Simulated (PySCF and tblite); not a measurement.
The numbers below are computed, except where a source is named.
System: C₇H₉N, numbered as in [CH:1]#[C:2]/[CH:3]=[CH:4]/[CH:5]1[CH2:6][NH:7][CH2:8]1.

Two runs for the pyramidal inversion at N7 on the same GFN2-xTB geometries. The first, PBE0/pcSseg-1 + D3(BJ), IEF-PCM benzene, gave a barrier of 5.8 kcal/mol. The second was started with:

```json
{"job": {"kind": "nmr", "xc": "PBE0", "basis": "pcSseg-1", "solvent": "benzene", "scf": {"max_cycle": 5}, "pop": false}, "charge": 0, "multiplicity": 1}
```

```
final grid: 137800 points
cycle   1  E = -326.3078264045  dE =  1.204e+00  |g| = 4.036e-01  |ddm| = 3.898e+00
cycle   2  E = -326.3172516193  dE = -9.425e-03  |g| = 3.738e-01  |ddm| = 9.002e-01
cycle   3  E = -326.3496030038  dE = -3.235e-02  |g| = 7.268e-02  |ddm| = 3.920e-01
cycle   4  E = -326.3505589282  dE = -9.559e-04  |g| = 2.296e-02  |ddm| = 7.322e-02
cycle   5  E = -326.3506624431  dE = -1.035e-04  |g| = 9.835e-03  |ddm| = 2.566e-02
SCF not converged, last energy = -326.3506624431
```

Question: What is wrong with the second run, and what did it give?

Answer: Its fault: too few SCF cycles. The SCF did not converge, so its numbers are no result; the barrier from its energies is 5.8 kcal/mol, off by 0.0.
